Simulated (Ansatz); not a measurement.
Input file for Ansatz (a quantum-chemistry and plane-wave program): R-wB97M-V/def2-TZVPPD on C2H7NO2 (a complex). Files ending in .json are basis or fitting sets from the Basis Set Exchange.

Ansatz 0.2 input:
```yaml
crystal:
  periodic: [false, false, false]
  atoms:
    - {symbol: C, position_ang: [-0.28242667, 0.21700349, 0.09658969]}
    - {symbol: N, position_ang: [0.80152730, -0.51392106, 0.77009952]}
    - {symbol: H, position_ang: [0.03996410, 1.24075050, -0.09343873]}
    - {symbol: H, position_ang: [-1.14173288, 0.24601657, 0.76498396]}
    - {symbol: H, position_ang: [-0.59079913, -0.23331086, -0.85141625]}
    - {symbol: H, position_ang: [1.62335655, -0.58019736, 0.18075694]}
    - {symbol: H, position_ang: [0.50019348, -1.45764737, 0.98961552]}
    - {symbol: O, position_ang: [-0.98048935, -0.80330604, 3.32540415]}
    - {symbol: C, position_ang: [-0.18033714, -0.06523536, 3.85099524]}
    - {symbol: O, position_ang: [0.89271744, 0.45077773, 3.27906640]}
    - {symbol: H, position_ang: [-0.26688179, 0.26505170, 4.89707360]}
    - {symbol: H, position_ang: [0.94792359, 0.11536168, 2.31503779]}
basis:
  gaussian:
    orbitals: def2-TZVPPD.json
hamiltonian:
  xc: {name: wB97M-V}
scf: {lower_state_search: off}
```

It printed:

```
WARN ansatz: RAYON_NUM_THREADS=1 ignored (pool sized by the plan → 1); use --threads N
Functional definition: wB97M-V
these checks for a lower state are left out or cut short: stability, starts, cluster_reference, orbital_swaps, neighbouring_geometries, increment
integrals: 0.33 GiB planned
1308 factors; their error is unknown
integrals: 0.36 GiB planned
419 factors; integrals over basis functions are off by at most 2.4e-5 eV
mean field: 2.00 GiB planned
mean field evaluation 1: about -7765.9800 eV, gradient 6.4e1 eV
mean field evaluation 2: about -7765.9700 eV, gradient 6.7e1 eV
mean field evaluation 4: about -7773.0278 eV, gradient 3.6e0 eV
mean field evaluation 8: about -7773.0598 eV, gradient 8.1e-2 eV
mean field evaluation 16: about -7773.0460 eV, gradient 1.2e-4 eV
mean field -7773.04603954 eV, -285.6541731932 hartree, gradient 6.1e-6 eV, S^2 0.000000; 0 other end points of the search recorded, 0 dependent functions left out
reference -7773.04610667 eV, -285.6541756603 hartree; 21, 21 occupied and 289, 289 virtual orbitals, 1308 factors
Total energy: -7773.04610667 eV, -285.6541756603 hartree
Checks for a lower state left out: stability, starts, cluster_reference, orbital_swaps, neighbouring_geometries, increment
```

Self-consistency was reached.

Cost: about 10 core-seconds (a rough figure).
